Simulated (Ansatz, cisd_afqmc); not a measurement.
Species: SeBr, charge 0, doublet. SeBr (SMILES [Se]Br, doublet).
B3LYP-D3(BJ)/def2-TZVP minimum from Ansatz (a first-principles code):
```xyz
2

Se     0.0000     0.0000    -1.1641
Br     0.0000     0.0000     1.1308
```
Charge 0, spin multiplicity 2.

Atomisation energy term by term, kcal/mol (programs: Ansatz, cisd_afqmc). Radicals and triplets start from unrestricted determinants; spin-orbit coupling is neglected. Cores are frozen in correlated methods (noble-gas shells, and filled d and f shells in the p block). No relativity. AFQMC is phaseless with a CISD trial state; ± is one standard error, without the phaseless bias. Outlying blocks are dropped, and bars are widened where a walk drifts. Over all cases where full CI ran beside it in this data, AFQMC minus full CI had a median of +0.1 mEh and passed +0.4 mEh in a tenth of the cases. CBS(X,Y): correlation extrapolated as X^-3, Hartree-Fock from the larger set (Q,5: extrapolated as (X+1)exp(-9√X)). A bracket is a step between two methods taken in the basis named. Spin-orbit terms, left out, reach several kcal/mol for Br and I, and more for heavier atoms.

```csv
term,basis,kcal/mol
Hartree-Fock,"CBS(cc-pVQZ,cc-pV5Z)",21.30
CCSD correlation,"CBS(cc-pVQZ,cc-pV5Z)",31.33
(T),"CBS(cc-pVQZ,cc-pV5Z)",4.42
CCSDT(Q) - CCSD(T),cc-pVQZ,0.40
CCSDTQ - CCSDT(Q),cc-pVDZ,-0.04
sum: De,,57.4
```

The step beyond CCSD(T) by other levels: CCSDTQ in cc-pVDZ 0.45; AFQMC/CISD in cc-pVDZ 0.35 ± 0.13; CCSDT(Q) in cc-pVDZ 0.49; CCSDT(Q) in cc-pVTZ 0.41 kcal/mol.
